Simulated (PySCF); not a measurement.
**Rh⁺: excitation energy**

Rh⁺ [Kr] 4d8 (3F) → Rh⁺ [Kr] 4d7 5p1 (high-spin determinant), as a difference of total energies. Calculation: PySCF 2.14, in x2c-TZVPPall with one added diffuse shell each of s, p, d, f type (9s7p7d3f1g, 95 functions); scalar relativity by spin-free X2C-1e. Correlated levels: valence: [Kr] frozen. The calculations carry no spin-orbit coupling.

```tsv
method	excitation energy (eV)
UHF	6.135
MP2 (valence)	7.301
SCS-MP2 (valence)	7.504
CCSD (valence)	7.090
CCSD(T) (valence)	7.140
```

**Question.** How much does correlation contribute at CCSD(T) (valence)?

**Answer.** 7.140 − (6.135) = 1.005 eV, measured against UHF.

A first-order spin-orbit estimate (lowest level to lowest level, LS coupling) adds 0.053 eV.

The determinant of the upper state mixes LS terms, which raises its energy above the lowest term, most at the Hartree-Fock and MP2 levels.
